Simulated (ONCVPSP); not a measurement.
Transferability test, ONCV potential for Mg

- Element: magnesium (Mg)
- Generator: ONCVPSP 4.0.1
- Type: optimised norm-conserving Vanderbilt (ONCV)
- Functional: PBE
- Relativity: scalar-relativistic
- Frozen core: [He]
- Valence charge: 10
- Reference configuration: 2s2 2p6 3s2
- Partial waves: 2s+3s: rc 1.10 bohr, ncon 5, nbas 9, qcut 8.9 1/bohr, 2 projectors; 2p: rc 1.30 bohr, ncon 4, nbas 8, qcut 8.2 1/bohr, 2 projectors, debl 0.6 Ha; d scattering state at 0.21 Ha: rc 1.10 bohr, ncon 5, nbas 9, qcut 6.2 1/bohr, local
- Local potential: the d channel
- Core correction: none

In the p channel the program set the typed energies aside and used -1.713, 0.250 Ha.

Energies are relative to the spin-unpolarised reference configuration 2s2 2p6 3s2; without spin polarisation the order of configurations can differ from experiment.

```json
{"valence configuration": "2s2 2p6 3s1", "charge": "+1", "ΔE all-electron (eV)": "7.960", "error AE − PS (meV)": "-0.4"}
{"valence configuration": "2s2 2p6 3s0", "charge": "+2", "ΔE all-electron (eV)": "22.985", "error AE − PS (meV)": "-3.2"}
{"valence configuration": "2s2 2p6 3s1.5", "charge": "+0.5", "ΔE all-electron (eV)": "3.144", "error AE − PS (meV)": "-0.1"}
```

What are ΔE and the potential's error for 2s2 2p5 3s2?

ΔE = 58.542 eV all-electron; the error (AE − PS) is +697 meV.

Levels in the configuration 2s2 2p6 3s1:

| level | all-electron (eV) | pseudo (eV) |
| --- | --- | --- |
| 2s | -88.915 | -88.936 |
| 2p | -55.676 | -55.677 |
| 3s | -11.378 | -11.379 |
